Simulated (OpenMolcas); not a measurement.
## Br III: effect of the level shift or regulariser

| Property | Result |
| --- | --- |
| Program | OpenMolcas 26.06 |
| Basis | ANO-R2 [6s5p4d2f1g] |
| Scalar Hamiltonian | X2C, finite nucleus |
| Active space | 3 electrons in 3 orbitals (4p) |
| State averaging | 2S+1 = 4 odd, 1 root; 2S+1 = 2 odd, 8 roots |
| Spin-orbit coupling | state interaction with AMFI integrals over the reference wave functions, term energies averaged over their components |

Methods on the same reference wave functions:
A. CASSCF
B. SS-CASPT2, IPEA 0.25 Eh, imaginary shift 0.1 Eh (closed shells correlated: 3d 4s)
C. SS-CASPT2, IPEA 0.25 Eh, imaginary shift 0.3 Eh (closed shells correlated: 3d 4s)

Energies in cm-1 above 4s2 4p3 4S* 3/2, the measured ground level; measured values from Moore, Atomic Energy Levels, vol. II, NSRDS-NBS 35 (1971 reprint of NBS Circular 467, 1952).

| Level | A | B | C | Measured |
| --- | --- | --- | --- | --- |
| 4s2 4p3 4S* 3/2 | 0.0 | 0.0 | 0.0 | 0.0 |
| 4s2 4p3 2D* 3/2 | 19934 | 16240 | 16240 |  |
| 4s2 4p3 2D* 5/2 | 20668 | 17060 | 17060 |  |
| 4s2 4p3 2P* 1/2 | 34148 | 28840 | 28850 | 26915 |
| 4s2 4p3 2P* 3/2 | 35138 | 29970 | 29970 | 28579 |

Deviations, from unrounded energies. A percentage is the sum of absolute deviations over the sum of measured energies, with the sign that they share, or ± where signs differ.

```csv
Against measurement,Levels,A,B,C
mean absolute deviation (cm-1),2,6900,1700,1700
other terms of the ground configuration (%),2,+24.9,+6.0,+6.0
```

B, C lie about equally close to measurement and A furthest from it. The largest miss of B in the table is 4s2 4p3 2P* 1/2, by +1900 cm-1. The ranking rests on the paired levels alone, and a cruder setting can come out closer through cancelling errors.

Between B and C no level of the table moves by more than 5 cm-1.

The two smallest mean deviations differ by little beside CASPT2's spread within terms, so their order carries little weight.

From A to B the spin-free energies of the other terms of 4s2 4p3 shown, above 4S*, scale by factors of 0.82 to 0.84.

The lowest spin-free term lies below A's lowest term by 0.512 hartree in B, 0.512 hartree in C.

Term energies are means over components that CASPT2 splits; among the terms shown or strongly mixed into the levels shown the widest spread is 190 cm-1 (4s2 4p3 2D*, B). With the s shell closed, the reference lacks s² → p² mixing. Measured partners are found by configuration, term and J. A level has none where our copy of the source lacks it or the pairing is in doubt (some pairs that miss far off the trend of their configuration count as doubtful), and it then counts in no deviation. Levels of configurations outside the active space are missing.

* marks odd parity.
